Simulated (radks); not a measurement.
Species: Mo V. Configuration: [Kr] 4d2.

Calculated with a radial shooting solver on a logarithmic mesh with Libxc functionals: Dirac Kohn-Sham, PBEsol, spin-unpolarised, spherical densities, finite nucleus; open shells fill j = l - 1/2 first; Fermi nuclear charge, rms radius 4.4091 fm.

Energy parts (Ry):
part                        energy
total                  -8087.44541
kinetic                 8385.70888
electron-nucleus      -19410.66417
Hartree                 3177.56029
exchange-correlation    -240.05041

Orbitals (lengths in bohr, moments of r in powers of bohr; <r^-3> diverges for s and p1/2; r(max) is where P^2 peaks):
1s1/2: occ. 2; eigenvalue (Ry) -1458.858; r(max) 0.02288
2s1/2: occ. 2; eigenvalue (Ry) -209.1198; r(max) 0.1298
2p1/2: occ. 2; eigenvalue (Ry) -192.7036; r(max) 0.1010
2p3/2: occ. 4; eigenvalue (Ry) -184.8798; <r^-3> 2395; r(max) 0.1048
3s1/2: occ. 2; eigenvalue (Ry) -38.54018; r(max) 0.3839
3p1/2: occ. 2; eigenvalue (Ry) -32.29530; r(max) 0.3710
3p3/2: occ. 4; eigenvalue (Ry) -31.00536; <r^-3> 400.1; r(max) 0.3804
3d3/2: occ. 4; eigenvalue (Ry) -19.95887; <r^-3> 58.42; r(max) 0.3206
3d5/2: occ. 6; eigenvalue (Ry) -19.71433; <r^-3> 55.69; r(max) 0.3234
4s1/2: occ. 2; eigenvalue (Ry) -8.16725; r(max) 0.9829
4p1/2: occ. 2; eigenvalue (Ry) -6.34774; r(max) 1.043
4p3/2: occ. 4; eigenvalue (Ry) -6.15075; <r^-3> 61.35; r(max) 1.066
4d3/2: occ. 2; eigenvalue (Ry) -3.41131; <r^-3> 5.855; r(max) 1.270
4d5/2: occ. 0; eigenvalue (Ry) -3.38731; <r^-3> 5.578; r(max) 1.279

The highest occupied level is 4d3/2 at -46.413 eV. Summed over all electrons, <r^2> = 21.68 bohr^2, which gives a Langevin (diamagnetic) susceptibility term of -17.2 x 10^-6 cm^3/mol. The density falls to 0.001 e/bohr^3 at r = 3.03 bohr. For comparison, the ionisation energy in NIST's Atomic Spectra Database is 54.42 eV (semi-empirical). In exact Kohn-Sham theory the highest level is minus the ionisation energy, but local and semilocal functionals leave it too shallow, through self-interaction and a potential that decays too fast; potentials with the right tail come closer. The electron density at the nucleus is 9.072e+04 e/bohr^3.

Beside tabulated values, note that spin-unpolarised runs miss the spin-polarisation part of the exchange energy of open shells.
